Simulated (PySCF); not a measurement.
A geometry optimisation on `[F][Ga-]([F])([F])[F]`.

Method: PBE0-D3(BJ)/def2-SVP geometry optimisation, gas phase (PySCF 2.14.0). Start geometry: GFN2-xTB. The input is one job of a driver script: a line of settings, then coordinates in Å.

Command:
```bash
OMP_NUM_THREADS=1 python probes_run.py task.json out
```

Input:
```
{"job": {"xc": "PBE0", "basis": "def2-SVP", "d3": "d3bj", "grid": 1, "shake": 0.03, "kind": "geom"}, "charge": -1, "multiplicity": 1}
F      1.406680    -1.217070    -0.085470
Ga    -0.013800    -0.012700    -0.013410
F      0.579510     1.639370    -0.035380
F     -0.963780    -0.210000    -1.406290
F     -0.916520    -0.304380     1.444060
```

Output:
```
step   0  E = -2323.29459574  max force = 0.054668
step   1  E = -2323.30196124  max force = 0.010443
step   2  E = -2323.30219815  max force = 0.001120
step   3  E = -2323.30224190  max force = 0.000630
step   4  E = -2323.30225730  max force = 0.000622
step   5  E = -2323.30226279  max force = 0.000300
optimisation converged
```

Energies in Eh; «max force» is the largest Cartesian gradient component in Eh/bohr.

Task: How much energy does the optimisation release, in eV?

Result: E(step 0) − E(last step) = 0.007667 Eh, which is 0.209 eV.

Task: Give the first gradient maximum in eV/Å.

Result: With 1 Eh/bohr = 51.422 eV/Å, 2.811 eV/Å.

Summary of the converged run: final energy -2323.30226 Eh after 5 steps.

Task: How long does this job take on one thread of an Arm Neoverse V2, shared host with 48 logical CPUs at a one-minute load of 9.7? And the peak memory of the process?

Result: About 12 s, with 0.35 GiB resident at the peak, the Python interpreter and its libraries included.
Labels such as C1 count atoms from 1, the log's own numbers from 0.
